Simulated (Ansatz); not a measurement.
Consider the formal exchange of groups at the Al–Si bond: `C[SiH](N)[AlH][Cl]` + `[NH2][ZnH]` → `[NH2][Zn][AlH][Cl]` + `C[SiH2]N`.

Isolated molecules relaxed with PBE0-D4/def2-TZVP in Ansatz; ΔE leaves out vibrations. CCSD(T)/CBS adds triple-zeta CCSD(T) − MP2 to the extrapolated MP2 energy (def2 sets, frozen cores). Functionals use def2-TZVPP. B3LYP here is the variant with VWN-RPA as its local correlation; programs differ in this. For Zn outer-core shells are correlated without core-valence functions, which leaves a few kJ/mol of doubt a bond. Scalar relativity is left out up to krypton. One conformer a species, not always the lowest.

```json
{"level": "PBE-D4", "ΔE (kJ/mol)": "-36.1", "difference from CCSD(T)/CBS": "8.4"}
{"level": "r2SCAN-D4", "ΔE (kJ/mol)": "-40.7", "difference from CCSD(T)/CBS": "3.8"}
{"level": "PBE0-D4", "ΔE (kJ/mol)": "-37.8", "difference from CCSD(T)/CBS": "6.7"}
{"level": "B3LYP-D4", "ΔE (kJ/mol)": "-42.0", "difference from CCSD(T)/CBS": "2.5"}
{"level": "ωB97M-V", "ΔE (kJ/mol)": "-45.7", "difference from CCSD(T)/CBS": "-1.2"}
{"level": "B2PLYP", "ΔE (kJ/mol)": "-47.1", "difference from CCSD(T)/CBS": "-2.6"}
{"level": "PBE", "ΔE (kJ/mol)": "-40.7", "difference from CCSD(T)/CBS": "3.8"}
{"level": "r2SCAN", "ΔE (kJ/mol)": "-42.1", "difference from CCSD(T)/CBS": "2.4"}
{"level": "B3LYP", "ΔE (kJ/mol)": "-49.2", "difference from CCSD(T)/CBS": "-4.7"}
{"level": "HF/def2-TZVPP", "ΔE (kJ/mol)": "-55.6", "difference from CCSD(T)/CBS": "-11.1"}
{"level": "MP2/def2-TZVPP", "ΔE (kJ/mol)": "-42.0", "difference from CCSD(T)/CBS": "2.5"}
{"level": "SCS-MP2/def2-TZVPP", "ΔE (kJ/mol)": "-44.0", "difference from CCSD(T)/CBS": "0.5"}
{"level": "CCSD/def2-TZVPP", "ΔE (kJ/mol)": "-42.7", "difference from CCSD(T)/CBS": "1.8"}
{"level": "MP2/def2-QZVPP", "ΔE (kJ/mol)": "-44.4", "difference from CCSD(T)/CBS": "0.1"}
{"level": "MP2/CBS(def2)", "ΔE (kJ/mol)": "-45.7", "difference from CCSD(T)/CBS": "-1.2"}
{"level": "CCSD/CBS(def2)", "ΔE (kJ/mol)": "-46.4", "difference from CCSD(T)/CBS": "-1.9"}
{"level": "CCSD(T)/CBS", "ΔE (kJ/mol)": "-44.5", "difference from CCSD(T)/CBS": "0"}
```

Largest T1 diagnostic among the species: 0.016.

In def2-TZVPP, CCSD(T) changes the Hartree–Fock value by +14.7 kJ/mol (the triples alone add +1.9 kJ/mol) and MP2 by +13.6 kJ/mol. The D4 term adds +7.3 kJ/mol with B3LYP and +4.2 kJ/mol with PBE0; it sums over pairs of atoms, weighted by their polarisabilities, and B3LYP, whose exchange is more repulsive, gets the larger term.
